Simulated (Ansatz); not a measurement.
`[Cl][GaH2]` and `[Cl][InH2]` differ in one element.

Ansatz, PBE0-D4/def2-TZVP geometries, multiplicity 1. 

Elements past krypton have def2 core potentials. Scalar relativity is left out up to krypton.

```json
{"property": "LUMO energy (B3LYP/def2-TZVPP) / eV", "`[Cl][GaH2]`": "-2.11"}
{"property": "size of the dipole moment (B3LYP/def2-TZVPP) / D", "`[Cl][GaH2]`": "1.90"}
{"property": "LUMO energy (PBE/def2-TZVPP) / eV", "`[Cl][GaH2]`": "-2.62"}
{"property": "HOMO–LUMO gap (B3LYP/def2-TZVPP) / eV", "`[Cl][GaH2]`": "6.10"}
{"property": "HOMO energy (B3LYP/def2-TZVPP) / eV", "`[Cl][GaH2]`": "-8.21"}
{"property": "HOMO–LUMO gap (ωB97M-V/def2-TZVPP) / eV", "`[Cl][GaH2]`": "10.56"}
```

Problem. What does the change do to each property? (Estimate.)

Solution. Ansatz gave: 
```tsv
property	`[Cl][InH2]`	shift
LUMO energy (B3LYP/def2-TZVPP) / eV	-2.27	-0.16
size of the dipole moment (B3LYP/def2-TZVPP) / D	2.78	0.88
LUMO energy (PBE/def2-TZVPP) / eV	-2.70	-0.08
HOMO–LUMO gap (B3LYP/def2-TZVPP) / eV	5.69	-0.41
HOMO energy (B3LYP/def2-TZVPP) / eV	-7.96	0.25
HOMO–LUMO gap (ωB97M-V/def2-TZVPP) / eV	9.96	-0.60
```

With PBE0 the HOMO rises by 0.25 eV and the LUMO falls by 0.15 eV, so the gap narrows by about 0.40 eV. PBE moves the HOMO by 0.24 eV and ωB97M-V by 0.24 eV. Dipoles are sizes alone; their direction can turn.

B3LYP here is the variant with VWN-RPA as its local correlation; programs differ in this.
